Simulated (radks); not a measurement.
Neutral lanthanum, configuration [Xe] 4f1 5d1 6s1 (not the ground configuration). Method: non-relativistic Kohn-Sham, TPSS, spin-polarised, spherical densities, point nucleus; open shells are filled with parallel spins first (spin-orbit coupling, left out, can overturn this in heavy ions); meta-GGA in the generalised Kohn-Sham scheme; relativity is left out, which matters for an element this heavy; computed with a radial shooting solver on a logarithmic mesh with Libxc functionals.

Normalised radial functions P(r) = r R(r), r in bohr:

```
   r/bohr * 5s up, o 5p up, + 5p down (the largest magnitude, 0.91, reaches the edge; | marks zero, & curves that meet)
 0.001206                             &*
 0.001404                             &*
 0.001648                             &*
 0.001918                             &*
 0.002251                             &*
 0.002621                             & *
 0.003076                             & *
 0.003581                             & *
 0.004202                             & *
 0.004892                             &  *
  0.00574                             &  *
 0.006683                             &  *
 0.007842                             |& *
  0.00913                             |&  *
  0.01071                             |&  *
  0.01247                             |&  *
  0.01464                             |&  *
  0.01704                             | & *
     0.02                             | &*
  0.02328                             |  &
  0.02732                             | *&
   0.0318                             |*  &
  0.03732                            *|    &
  0.04345                           * |    &
  0.05099                         *   |     &
  0.05936                        *    |     &
  0.06965                       *     |    &
  0.08109                       *     |   &
  0.09516                        *    |  &
   0.1108                          *  &
     0.13                           & *
   0.1513                        &    |   *
   0.1776                      &      |      *
   0.2068                     &       |        *
   0.2426                     &       |        *
   0.2825                        &    |     *
   0.3315                             &*
   0.3859                        *    |    &
   0.4528                  *          |         &
   0.5272               *             |           o+
   0.6186                *            |           &
   0.7202                      *      |       &
   0.8452                             &  *
   0.9839                     &       |           *
    1.155             &               |                    *
    1.344       &                     |                         *
    1.577    &                        |                          *
    1.836     &                       |                       *
    2.155        &                    |                  *
    2.509             &               |            *
    2.944                  &          |       *
    3.427                      &      |   *
    4.022                         &   | *
    4.682                           & |*
    5.495                            &*
    6.397                             &
    7.507                             &
    8.739                             &
    10.26                             &
    11.94                             &
    14.01                             &
    16.31                             &
```

5s up: eigenvalue -31.748 eV, 4 radial nodes at r = 0.0341, 0.131, 0.340, 0.812 bohr, <r> = 1.67 bohr, 90 % of the charge inside 2.41 bohr. 5p up: eigenvalue -18.714 eV, 3 radial nodes at r = 0.113, 0.333, 0.849 bohr, <r> = 1.90 bohr, 90 % of the charge inside 2.79 bohr. 5p down: eigenvalue -17.935 eV, 3 radial nodes at r = 0.113, 0.333, 0.849 bohr, <r> = 1.90 bohr, 90 % of the charge inside 2.78 bohr.
